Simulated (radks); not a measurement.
Values are calculated unless marked as measured or tabulated.
Species: P3-. Configuration: [Ar]. Code: a radial shooting solver on a logarithmic mesh with Libxc functionals. Model: scalar-relativistic Kohn-Sham, LDA (Slater exchange, Perdew-Wang correlation), spin-polarised, spherical densities, point nucleus; Watson sphere of charge +3 and radius 2.66 bohr.

Normalised radial functions P(r) = r R(r), r in bohr:

r              2s      2p
0.003353   0.0989  0.0012
0.004296   0.1247  0.0020
0.005505   0.1567  0.0032
0.007112   0.1972  0.0053
0.009113   0.2446  0.0085
0.01168    0.3008  0.0137
0.01496    0.3656  0.0218
0.01918    0.4375  0.0346
0.02457    0.5130  0.0544
0.03174    0.5874  0.0859
0.04068    0.6446  0.1320
0.05213    0.6701  0.1994
0.0668     0.6420  0.2948
0.0856     0.5354  0.4245
0.1097     0.3284  0.5914
0.1417     0.0011  0.7979
0.1816    -0.4060  1.0137
0.2327    -0.8427  1.2119
0.2982    -1.2152  1.3464
0.3821    -1.4204  1.3708
0.4897    -1.3928  1.2587
0.6325    -1.1360  1.0134
0.8106    -0.7669  0.7071
1.039     -0.4146  0.4126
1.331     -0.1722  0.1939
1.706     -0.0520  0.0699
2.203     -0.0100  0.0173
2.823     -0.0012  0.0030
3.618     -0.0001  0.0003
4.636     0.0000  0.0000
5.941     0.0000  0.0000
7.614     0.0000  0.0000

2s: eigenvalue -169.46 eV, 1 radial node at r = 0.142 bohr, <r> = 0.523 bohr, 90 % of the charge inside 0.823 bohr. 2p: eigenvalue -120.76 eV, 0 radial nodes, <r> = 0.488 bohr, 90 % of the charge inside 0.817 bohr.
